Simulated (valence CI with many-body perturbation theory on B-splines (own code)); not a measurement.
**Os XLIV: electric-dipole lines**

Method: relativistic CI+MBPT: five valence electrons over a frozen Dirac-Fock core [Ar] 3d10, a basis of 11 s, 11 p, 10 d, 8 f, 5 g, 2 h functions for each j, with the one-electron correlation potential Σ1 (screened to all orders), the two-electron term Σ2, the three-electron term Σ3, Breit, model QED; selected single and double excitations, second order for the rest, scaled by the run's own slope (own B-spline code, finite nucleus).

The last digits are not significant, and no measured levels were compared; by estimate large intervals hold to a few tenths of a per cent, small ones and those within an open d or f shell to about a per cent. Among the levels kept, up to 2200 cm⁻¹ of a level comes from second order outside the variational space, and about a tenth of that is noise between levels of different J, which matters for small intervals.

Lines 1 to 50 of 535 in falling wavelength, among levels below 593.39 eV, chosen from the strongest by gf and those to the six lowest levels. Wavelengths and rates use the calculated energies. Electric multipoles are in the length gauge, E1 and E2 with the static RPA response of the core. Weak lines are less certain than strong ones. Lines between different terms over intervals too small for the method are left out, as are lines whose strength nearly cancels. Where a level lies close to another of its J and parity, the split of strength between their lines is uncertain. The highest levels of a list are the least certain.

Levels are named by their leading jj configuration (3d3/2^4 stands for four electrons in 3d with j = 3/2), which in mixed levels can hold well under half, so a name can repeat and another be missing. Letters in brackets count levels of one name in rising energy.

```
λ vac (Å)                               Upper                               Lower   A (s⁻¹)  S (a.u.) with core polarisation  S without
    239.2          (4s^2 4p1/2^2 4d3/2) J=3/2          (4s^2 4p1/2 4p3/2^2) J=5/2  5.24e+07                         1.42e-03   1.50e-03
    155.2          (4s^2 4p1/2^2 4d5/2) J=5/2          (4s^2 4p1/2 4p3/2^2) J=5/2  6.56e+08                         7.27e-03   7.73e-03
    151.8          (4s 4p1/2^2 4d3/2^2) J=5/2          (4s^2 4p1/2 4d3/2^2) J=3/2  5.95e+09                         6.16e-02   6.55e-02
    149.8      (4s 4p1/2^2 4p3/2 4d3/2) J=7/2  (4s^2 4p1/2 4p3/2 4d3/2) J=5/2 [b]  4.69e+09                         6.23e-02   6.62e-02
    144.9          (4s^2 4p1/2^2 4d5/2) J=5/2          (4s^2 4p1/2 4p3/2^2) J=3/2  8.64e+08                         7.78e-03   8.28e-03
    139.7      (4s 4p1/2^2 4d3/2 4d5/2) J=9/2  (4s^2 4p1/2 4d3/2 4d5/2) J=7/2 [b]  6.91e+09                         9.30e-02   9.88e-02
    139.7     (4s 4p1/2^2 4p3/2 4f7/2) J=11/2  (4s 4p1/2 4p3/2^2 4d5/2) J=9/2 [a]  4.03e+09                         6.50e-02   6.89e-02
    131.9      (4s 4p1/2^2 4p3/2 4d5/2) J=9/2      (4s^2 4p1/2 4p3/2 4d5/2) J=9/2  7.85e+09                         8.89e-02   9.45e-02
    128.0  (4s 4p1/2^2 4p3/2 4f5/2) J=7/2 [a]  (4s^2 4p1/2 4p3/2 4f5/2) J=5/2 [b]  6.89e+09                         5.71e-02   6.06e-02
    126.7          (4s 4p1/2^2 4d3/2^2) J=3/2          (4s^2 4p1/2 4d3/2^2) J=5/2  1.61e+10                         6.48e-02   6.89e-02
    126.7      (4s 4p1/2^2 4p3/2 4d3/2) J=7/2      (4s^2 4p1/2 4p3/2 4d3/2) J=7/2  8.37e+09                         6.73e-02   7.14e-02
    126.4     (4s 4p1/2^2 4p3/2 4f7/2) J=11/2     (4s^2 4p1/2 4p3/2 4f7/2) J=11/2  7.73e+09                         9.25e-02   9.82e-02
    124.6  (4s^2 4p1/2 4p3/2 4f7/2) J=9/2 [b]          (4s^2 4p3/2^2 4d5/2) J=7/2  5.36e+09                         5.12e-02   5.45e-02
    124.2          (4s 4p1/2^2 4p3/2^2) J=5/2          (4s^2 4p1/2 4p3/2^2) J=5/2  8.58e+09                         4.87e-02   5.17e-02
    123.5      (4s 4p1/2^2 4p3/2 4d5/2) J=9/2  (4s^2 4p1/2 4p3/2 4d5/2) J=7/2 [a]  1.61e+10                         1.50e-01   1.59e-01
    121.9     (4s 4p1/2 4p3/2^2 4d5/2) J=11/2          (4s^2 4p3/2^2 4d5/2) J=9/2  1.36e+10                         1.46e-01   1.56e-01
    120.9  (4s 4p1/2^2 4d3/2 4d5/2) J=7/2 [a]  (4s^2 4p1/2 4d3/2 4d5/2) J=7/2 [a]  1.12e+10                         7.78e-02   8.26e-02
    120.7          (4s 4p1/2^2 4d3/2^2) J=5/2          (4s^2 4p1/2 4d3/2^2) J=5/2  1.44e+10                         7.50e-02   7.96e-02
    120.6  (4s 4p1/2 4p3/2^2 4d5/2) J=7/2 [f]      (4s^2 4p3/2^2 4d5/2) J=5/2 [b]  1.42e+10                         9.84e-02   1.05e-01
    119.9  (4s 4p1/2^2 4p3/2 4d5/2) J=5/2 [a]  (4s^2 4p1/2 4p3/2 4d5/2) J=5/2 [a]  1.18e+10                         6.03e-02   6.41e-02
    119.1      (4s 4p1/2^2 4d3/2 4d5/2) J=9/2      (4s^2 4p1/2 4d3/2 4d5/2) J=9/2  1.25e+10                         1.04e-01   1.11e-01
    119.1  (4s 4p1/2^2 4p3/2 4d5/2) J=7/2 [b]  (4s^2 4p1/2 4p3/2 4d5/2) J=5/2 [b]  7.84e+09                         5.23e-02   5.55e-02
    118.8     (4s 4p1/2^2 4p3/2 4f7/2) J=11/2  (4s^2 4p1/2 4p3/2 4f7/2) J=9/2 [a]  1.21e+10                         1.20e-01   1.27e-01
    118.1             (4p1/2^2 4p3/2^3) J=3/2        (4s 4p1/2 4p3/2^3) J=3/2 [b]  1.61e+10                         5.24e-02   5.57e-02
    117.8          (4s 4p1/2^2 4d5/2^2) J=5/2          (4s^2 4p1/2 4d5/2^2) J=5/2  1.02e+10                         4.93e-02   5.23e-02
    117.5  (4s 4p1/2 4p3/2^2 4d5/2) J=7/2 [d]      (4s^2 4p3/2^2 4d5/2) J=5/2 [a]  1.07e+10                         6.84e-02   7.27e-02
    117.5          (4s 4p1/2^2 4p3/2^2) J=5/2          (4s^2 4p1/2 4p3/2^2) J=3/2  1.34e+10                         6.43e-02   6.83e-02
    117.1      (4s 4p1/2^2 4p3/2 4f7/2) J=9/2  (4s^2 4p1/2 4p3/2 4f7/2) J=7/2 [a]  1.07e+10                         8.51e-02   9.03e-02
    116.9          (4s 4p1/2^2 4p3/2^2) J=1/2          (4s^2 4p1/2 4p3/2^2) J=1/2  3.00e+10                         4.73e-02   5.02e-02
    116.3  (4s 4p1/2^2 4p3/2 4d5/2) J=5/2 [a]  (4s^2 4p1/2 4p3/2 4d5/2) J=3/2 [a]  1.52e+10                         7.06e-02   7.50e-02
    115.9          (4s 4p1/2^2 4d5/2^2) J=9/2  (4s 4p1/2 4p3/2^2 4d5/2) J=7/2 [a]  6.89e+09                         5.29e-02   5.61e-02
    115.6            (4s 4p1/2 4p3/2^3) J=5/2                (4s^2 4p3/2^3) J=3/2  1.59e+10                         7.27e-02   7.73e-02
    115.1  (4s 4p1/2^2 4d3/2 4d5/2) J=7/2 [b]      (4s^2 4p1/2 4d3/2 4d5/2) J=9/2  2.29e+10                         1.38e-01   1.46e-01
    115.1  (4s 4p1/2^2 4p3/2 4d5/2) J=3/2 [b]  (4s^2 4p1/2 4p3/2 4d5/2) J=3/2 [b]  1.65e+10                         4.97e-02   5.27e-02
    114.7  (4s 4p1/2^2 4p3/2 4d5/2) J=3/2 [a]  (4s^2 4p1/2 4p3/2 4d5/2) J=5/2 [a]  2.36e+10                         7.03e-02   7.46e-02
    114.4  (4s 4p1/2 4p3/2^2 4d5/2) J=9/2 [b]          (4s^2 4p3/2^2 4d5/2) J=7/2  9.80e+09                         7.25e-02   7.70e-02
    112.2  (4s 4p1/2^2 4p3/2 4f5/2) J=7/2 [b]          (4s^2 4p1/2 4d5/2^2) J=9/2  8.62e+09                         4.81e-02   5.11e-02
    112.2  (4s 4p1/2^2 4p3/2 4d5/2) J=7/2 [a]      (4s^2 4p1/2 4p3/2 4d5/2) J=9/2  1.25e+10                         6.99e-02   7.42e-02
    111.9      (4s 4p1/2^2 4p3/2 4f7/2) J=7/2      (4s 4p1/2 4p3/2^2 4d3/2) J=9/2  1.08e+10                         5.98e-02   6.35e-02
    111.8  (4s 4p1/2 4p3/2^2 4d5/2) J=3/2 [d]          (4s^2 4p3/2^2 4d5/2) J=3/2  1.72e+10                         4.73e-02   5.02e-02
    110.6  (4s 4p1/2 4p3/2^2 4d5/2) J=5/2 [f]      (4s^2 4p3/2^2 4d5/2) J=5/2 [b]  1.67e+10                         6.71e-02   7.13e-02
    110.3  (4s 4p1/2^2 4p3/2 4d5/2) J=5/2 [b]  (4s^2 4p1/2 4p3/2 4d5/2) J=7/2 [b]  2.96e+10                         1.18e-01   1.25e-01
    110.3               (4p1/2 4p3/2^4) J=1/2                  (4s 4p3/2^4) J=1/2  3.41e+10                         4.52e-02   4.80e-02
    110.2  (4s 4p1/2 4p3/2^2 4d5/2) J=3/2 [c]      (4s^2 4p3/2^2 4d5/2) J=5/2 [a]  1.72e+10                         4.55e-02   4.84e-02
    108.8  (4s 4p1/2 4p3/2^2 4d5/2) J=7/2 [c]          (4s^2 4p3/2^2 4d5/2) J=7/2  1.28e+10                         6.51e-02   6.92e-02
    108.8  (4s 4p1/2 4p3/2^2 4d3/2) J=7/2 [d]          (4s^2 4p3/2^2 4d3/2) J=7/2  1.06e+10                         5.40e-02   5.74e-02
    108.6  (4s 4p1/2^2 4d3/2 4d5/2) J=5/2 [b]  (4s^2 4p1/2 4d3/2 4d5/2) J=7/2 [a]  1.50e+10                         5.70e-02   6.05e-02
    108.0  (4s 4p1/2^2 4p3/2 4d3/2) J=3/2 [b]  (4s^2 4p1/2 4p3/2 4d3/2) J=5/2 [a]  1.78e+10                         4.42e-02   4.69e-02
    107.7  (4s 4p1/2 4p3/2^2 4d5/2) J=3/2 [e]      (4s^2 4p3/2^2 4d5/2) J=5/2 [b]  2.15e+10                         5.31e-02   5.64e-02
    107.6          (4s 4p1/2^2 4p3/2^2) J=3/2          (4s^2 4p1/2 4p3/2^2) J=5/2  3.56e+10                         8.75e-02   9.28e-02
```
